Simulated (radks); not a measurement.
The numbers below are computed, except where a source is named.
Question: The mean radii <r> (bohr) of the occupied orbitals of an atom or ion are listed with their occupations. Code: a radial shooting solver on a logarithmic mesh with Libxc functionals. Model: Dirac Kohn-Sham, LDA (Slater exchange, Perdew-Wang correlation), spin-unpolarised, spherical densities, finite nucleus; Fermi nuclear charge, rms radius of each element as measured or else 0.836 A^(1/3) + 0.57 fm.

orbital  occ.      <r>
1s1/2       2  0.04556
2s1/2       2   0.2028
2p1/2       2   0.1748
2p3/2       4   0.1785
3s1/2       2   0.5994
3p1/2       2   0.6107
3p3/2       4   0.6215
3d3/2       4   0.6761
3d5/2       6   0.6809
4s1/2       2    1.931
4p1/2       1    2.508
4p3/2       2    2.564

Name the element and its charge. Open shells, if any, are shared by 2j + 1.

Answer: Z = 33, arsenic, charge 0: As in [Ar] 3d10 4s2 4p3. The 1s radius gives Z: for a bare nucleus <r> = (2 gamma + 1)/(2Z) with gamma = sqrt(1 - (Z/c)^2), 0.04456 bohr for Z = 33, and screening makes it slightly larger (0.04556 here). The occupations add up to 33, and the charge is Z minus that.
